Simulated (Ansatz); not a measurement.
This geometry of CHO$_{2}$Si (5 atoms, charge 0, multiplicity 2) is a first-order saddle point.

Theory: UKS PBE/def2-SVP (Ansatz).

```xyz
5
Properties=species:S:1:pos:R:3
O -0.925 1.741 0.506
C -0.364 0.721 0.308
Si 0.811 -0.671 0.174
O 0.423 -2.195 0.050
H 0.055 0.404 -1.038
```

Q: Which two structures does it join? (They come from a converged band through this point; their orientation in space is the band's.)

A: Bonds broken: C2–H5. Bonds formed: Si3–H5.

First end point:

```xyz
5
Properties=species:S:1:pos:R:3
O -0.803 1.427 0.655
C -0.215 0.708 -0.101
Si 1.113 -0.784 0.522
O 0.286 -2.066 0.149
H -0.381 0.715 -1.224
```

Last end point:

```xyz
5
Properties=species:S:1:pos:R:3
O -0.845 1.646 1.299
C -0.560 0.835 0.513
Si 0.488 -0.483 -0.336
O 0.440 -1.910 0.310
H 0.477 -0.088 -1.785
```

Q: How far does it lie above each of them?

A: 1.15 eV above the first and 1.20 eV above the second. This is the barrier of this one path; another mechanism may lie lower.

Run time: 82 s on 2 threads of Intel(R) Xeon(R) Platinum 8488C (Sapphire Rapids), on a shared host, peak memory 0.15 GiB.
